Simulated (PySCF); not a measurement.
This PySCF input asks for the NMR shieldings of SMILES CCCB(O)OC(C)C, C6H15BO2; the geometry comes from GFN2-xTB.

```python
import basis_set_exchange as bse
import numpy as np
from pyscf import gto, dft
from pyscf.prop import nmr

atoms = """
C     4.044272   -0.178579   -0.494509
C     2.747832    0.521405   -0.100183
C     1.516086   -0.336592   -0.401180
B     0.105155    0.327928   -0.009361
O    -0.007754    1.560157    0.568450
O    -0.997098   -0.393329   -0.277956
C    -2.321963    0.041208    0.005457
C    -3.083032    0.196438   -1.309616
C    -2.990268   -0.990330    0.911406
H     4.904902    0.448786   -0.269744
H     4.047886   -0.398016   -1.559958
H     4.149634   -1.114939    0.049129
H     2.677540    1.466568   -0.646206
H     2.782033    0.750627    0.968998
H     1.616299   -1.290165    0.120817
H     1.509252   -0.581755   -1.464902
H     0.820011    2.009636    0.728845
H    -2.278479    1.009354    0.519709
H    -3.107080   -0.754423   -1.836317
H    -4.101325    0.521856   -1.114122
H    -2.592208    0.932151   -1.941661
H    -2.432204   -1.091608    1.838472
H    -3.015458   -1.956457    0.413877
H    -4.005767   -0.680157    1.141575
"""
names = dict.fromkeys(["C", "B", "O", "H"], "pcSseg-1")
basis = {el: gto.basis.parse(bse.get_basis(n, elements=[el], fmt="nwchem")) for el, n in names.items()}
mol = gto.M(atom=atoms, basis=basis, charge=0, verbose=0)
mf = dft.RKS(mol, xc="PBE0")
mf.grids.level = 2
mf.grids.alignment = dft.numint.BLKSIZE   # the property module wants whole blocks of grid points
mf.conv_tol = 1e-9
mf.kernel()

calc = nmr.RKS(mf)   # GIAO
C = mf.mo_coeff
Co = C[:, mf.mo_occ > 0]
resp = mf.gen_response(singlet=True, hermi=2)
def vind(x):   # induced exchange potential for any number of trial vectors
    d = np.einsum("pi,xij,qj->xpq", C, 2 * x.reshape(-1, C.shape[1], Co.shape[1]), Co, optimize=True)
    return np.einsum("xpq,pi,qj->xij", resp(d - d.transpose(0, 2, 1)), C, Co, optimize=True).ravel()
mo1, _ = nmr.rhf.solve_mo1(calc, with_cphf=vind)
sigma = calc.kernel(mo1)
for i, s in enumerate(sigma):   # ppm
    print("%2d %-2s %9.2f" % (i, mol.atom_pure_symbol(i), np.trace(s) / 3))
```

Task: What does it print?

Result: 
```
 0 C     167.16
 1 C     165.01
 2 C     165.06
 3 B      71.77
 4 O     213.48
 5 O     176.20
 6 C     119.62
 7 C     159.96
 8 C     160.10
 9 H      30.43
10 H      30.77
11 H      30.78
12 H      30.65
13 H      30.67
14 H      30.96
15 H      30.96
16 H      27.20
17 H      26.62
18 H      30.42
19 H      30.72
20 H      30.38
21 H      30.39
22 H      30.41
23 H      30.73
```

These numbers come from an equivalent density-fitted implementation of the same equations, which agrees with the script to about 0.01 ppm for H and up to a few tenths of a ppm for heavy atoms, so last digits may differ.

Size and cost of the density-fitted run: 228 basis functions, 47 s wall time on 1 thread of an Arm Neoverse V2, shared host; peak memory 1.1 GiB.
